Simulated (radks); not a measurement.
Effect of the nuclear size on the rhodium ion Rh5+, [Kr] 4d4. All-electron calculation, Dirac Kohn-Sham, LDA (Slater exchange, Perdew-Wang correlation), spin-unpolarised, spherical densities, finite nucleus; open shells fill j = l - 1/2 first; Fermi nuclear charge, rms radius 4.4945 fm. Program: a radial shooting solver on a logarithmic mesh with Libxc functionals. The rms radius is varied about that value; shifts are against it.

rms radius (fm)	total energy shift (eV)	density at nucleus (e/bohr^3)	1s1/2 shift (meV)	2s1/2 shift (meV)	4s1/2 shift (meV)	4p1/2 shift (meV)	4d3/2 shift (meV)	5s1/2 (empty) shift (meV)
3.9866	-0.467	1.223e+05	-197	-21.6	-0.747	0.053	0.036	-0.164
4.0855	-0.380	1.219e+05	-160	-17.6	-0.608	0.043	0.029	-0.134
4.4945	0	1.205e+05	0.000	0.000	0.000	0.000	0.000	0.000
4.8181	0.323	1.195e+05	136	15.0	0.517	-0.037	-0.025	0.114
5.4204	0.976	1.177e+05	412	45.2	1.56	-0.111	-0.075	0.343

Slopes of the eigenvalues against <r^2> in GHz/fm^2, as finite differences over the two radii next to the reference (eigenvalue slopes, not the field-shift constants of lines): 1s1/2 11000, 2s1/2 1210, 4s1/2 41.7, 4p1/2 -2.95, 4d3/2 -2.00, 5s1/2 (empty) 9.17.
